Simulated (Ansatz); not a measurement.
C₂H₃BCl₂O₂ (SMILES CC(=O)OB(Cl)Cl), singlet, geometry from GFN2-xTB, atoms displaced at random by about 0.08 Å a coordinate; Ansatz (an electronic-structure program) with PBE/STO-3G, gradient.

Here is a job for Ansatz.
Ansatz 0.2 input:
```yaml
crystal:
  periodic: [false, false, false]
  atoms:
    - {symbol: B, position_ang: [-0.44354892, 0.54295638, 0.18107567]}
    - {symbol: Cl, position_ang: [0.83852812, 1.66692190, -0.42070107]}
    - {symbol: Cl, position_ang: [-1.68937367, 1.15523424, 1.13495186]}
    - {symbol: O, position_ang: [-0.28671727, -0.79343695, 0.20060600]}
    - {symbol: C, position_ang: [0.75016308, -1.60480773, -0.20417016]}
    - {symbol: C, position_ang: [0.18980387, -3.05211320, -0.76722777]}
    - {symbol: O, position_ang: [1.90223111, -1.16935248, -0.26887296]}
    - {symbol: H, position_ang: [0.99788854, -3.54276569, -0.89684950]}
    - {symbol: H, position_ang: [-0.51489397, -2.87876270, -1.62842346]}
    - {symbol: H, position_ang: [-0.37659734, -3.21507212, 0.23666166]}
basis:
  gaussian:
    orbitals: STO-3G
hamiltonian:
  xc: pbe
output: {forces: true}
```

Output, abridged:

```
Functional definition: PBE
597 factors; integrals over basis functions are off by at most 3.4e-5 eV
mean field evaluation 1: about -31554.3729 eV, gradient 3.6e1 eV
mean field evaluation 2: about -31495.9075 eV, gradient 1.4e2 eV
mean field evaluation 4: about -31558.3757 eV, gradient 1.1e1 eV
mean field evaluation 8: about -31558.5831 eV, gradient 4.0e-1 eV
mean field evaluation 16: about -31558.5836 eV, gradient 2.5e-5 eV
mean field -31558.58361069 eV, -1159.7565565166 hartree, gradient 2.5e-5 eV, S^2 0.000000; 0 other end points of the search recorded, 0 dependent functions left out
the calculation of the forces begins
reference -31558.58363402 eV, -1159.7565573738 hartree; 35, 35 occupied and 11, 11 virtual orbitals, 597 factors
Total energy: -31558.58363402 eV, -1159.7565573738 hartree
Atom 0 at    -0.443549     0.542956     0.181076 Å, force     3.331911    -0.621837    -0.796491 eV/Å
Atom 1 at     0.838528     1.666922    -0.420701 Å, force    -0.140813     0.035809    -0.436502 eV/Å
Atom 2 at    -1.689374     1.155234     1.134952 Å, force    -3.139510     1.568422     1.802074 eV/Å
Atom 3 at    -0.286717    -0.793437     0.200606 Å, force    -3.112838     0.460213     0.813435 eV/Å
Atom 4 at     0.750163    -1.604808    -0.204170 Å, force     0.777702    -2.148142    -3.388229 eV/Å
Atom 5 at     0.189804    -3.052113    -0.767228 Å, force    -8.155368     7.737141     4.674164 eV/Å
Atom 6 at     1.902231    -1.169352    -0.268873 Å, force     2.201411     0.128398     0.317816 eV/Å
Atom 7 at     0.997889    -3.542766    -0.896849 Å, force     7.018687    -5.409197    -1.489895 eV/Å
Atom 8 at    -0.514894    -2.878763    -1.628423 Å, force     0.710281    -0.388976     0.623320 eV/Å
Atom 9 at    -0.376597    -3.215072     0.236662 Å, force     0.508537    -1.361831    -2.119691 eV/Å
Dipole moment:    -0.178993    -0.627020    -0.133953 e Å
```
